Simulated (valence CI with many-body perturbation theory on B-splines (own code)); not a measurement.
The numbers below are computed, except where a source is named.
## Hyperfine factors and g values of Tc21+

Level of theory: configuration interaction combined with many-body perturbation theory (CI+MBPT): four valence electrons over a frozen Dirac-Fock core [Ar], radial functions for each j: 7 s, 7 p, 8 d, 6 f, 4 g, 1 h, with the one-electron correlation potential Σ1 (screened to all orders), the two-electron term Σ2, the three-electron term Σ3, Breit, model QED; selected single and double excitations, second order for the rest, scaled by the run's own slope (own B-spline code, finite nucleus).

No measured spectrum was set against this ion. As an estimate, terms of the open shell hold to 2 to 4 % of their energy, and close levels can change places. Only levels of the ground parity were solved; by the run's estimate the other parity begins above the list, which can be wrong where configurations are misplaced.

A/g_I is the dipole constant over the nuclear g factor μ/I (μ in nuclear magnetons, uniformly magnetised nucleus), B/Q the quadrupole constant per barn. Both hold the static response of the core; the bare values leave it out. Large factors of s and p1/2 electrons are usually good to 5 to 10 %; those of open d and f shells near neutrality can be off by tens of per cent, and small factors of p3/2, d and f electrons come from cancelling terms and can be off by a factor of two or in sign, in half-filled shells by more. B is blank for J = 1/2, where it vanishes, and for nearly pure S terms. Energies count from the lowest level. Levels with J = 0 are left out.

Names give the largest LS component (configuration and term), which can be under half, so a name can repeat, a term be missing and a line seem to break the LS rules; names also repeat where a configuration has a term twice. Letters in brackets count levels of one name in rising energy.

| Level | E (cm⁻¹) | g | A/g_I (MHz) | A/g_I bare | B/Q (MHz/b) | B/Q bare |
| --- | --- | --- | --- | --- | --- | --- |
| 3d4 5D_1 | 12679 | 1.497 | 162 | 534 | 3320 | 3400 |
| 3d4 5D_2 | 25146 | 1.483 | 2010 | 2360 | 2370 | 2430 |
| 3d4 5D_3 | 35938 | 1.471 | 3520 | 3850 | -2060 | -2110 |
| 3d4 5D_4 | 44511 | 1.444 | 4840 | 5150 | -9110 | -9350 |
| 3d4 3H_4 | 84182 | 0.940 | 7820 | 7810 | 3860 | 3950 |
| 3d4 3G_3 | 101200 | 0.899 | 8110 | 8080 | 1040 | 1070 |
| 3d4 3H_5 | 102940 | 1.066 | 7060 | 7130 | 6520 | 6690 |
| 3d4 3P_1 [a] | 103100 | 1.417 | 4700 | 5000 | -501 | -522 |
| 3d4 3F_2 [a] | 105130 | 0.757 | 8290 | 8170 | 1820 | 1870 |
| 3d4 3H_6 | 111130 | 1.131 | 7090 | 7200 | 6150 | 6300 |
| 3d4 3G_4 [a] | 120740 | 1.060 | 6870 | 6940 | -2390 | -2440 |
| 3d4 3P_2 [a] | 127590 | 1.334 | 4880 | 5120 | 406 | 410 |
| 3d4 3G_4 [b] | 128220 | 1.096 | 6790 | 6880 | -650 | -667 |
| 3d4 3F_3 [a] | 134890 | 1.026 | 7050 | 7100 | -342 | -353 |
| 3d4 3D_3 | 143100 | 1.228 | 5430 | 5610 | 1770 | 1820 |
| 3d4 3G_5 | 147080 | 1.162 | 6010 | 6150 | -4170 | -4280 |
| 3d4 3P_2 [b] | 152230 | 1.175 | 7460 | 7600 | 2570 | 2640 |
| 3d4 1I_6 | 157970 | 1.030 | 7220 | 7270 | 9560 | 9800 |
| 3d4 3D_1 | 159010 | 0.591 | 10100 | 9860 | 2200 | 2260 |
| 3d4 1G_4 [a] | 178290 | 1.059 | 6090 | 6170 | -72.2 | -66.1 |
| 3d4 1D_2 [a] | 189800 | 1.085 | 6970 | 7050 | 2400 | 2460 |
| 3d4 1F_3 | 199320 | 1.041 | 6830 | 6890 | 9080 | 9300 |
| 3d4 3P_2 [c] | 219270 | 1.372 | 4660 | 4930 | 2790 | 2870 |
| 3d4 3F_4 | 227690 | 1.203 | 5120 | 5290 | 5790 | 5930 |
| 3d4 3F_2 [b] | 236710 | 0.776 | 9580 | 9460 | 7950 | 8150 |
| 3d4 3F_3 [b] | 240200 | 1.070 | 7360 | 7440 | 9430 | 9660 |
| 3d4 3P_1 [b] | 244620 | 1.487 | 1260 | 1620 | -3060 | -3130 |
| 3d4 1G_4 [b] | 260290 | 1.031 | 7610 | 7660 | 4960 | 5090 |
| 3d4 1D_2 [b] | 325900 | 0.998 | 7190 | 7220 | -11600 | -11900 |

Take the isotope of mass number 99, with I = 9/2, μ = 5.678 μN and Q = -0.129 b. What is the hyperfine structure of 3d4 5D_2?

From the table A = 2540 MHz, B = -305 MHz. Shifts from the centre of gravity in MHz: F = 5/2: -28100, F = 7/2: -19100, F = 9/2: -7530, F = 11/2: 6440, F = 13/2: 22800.
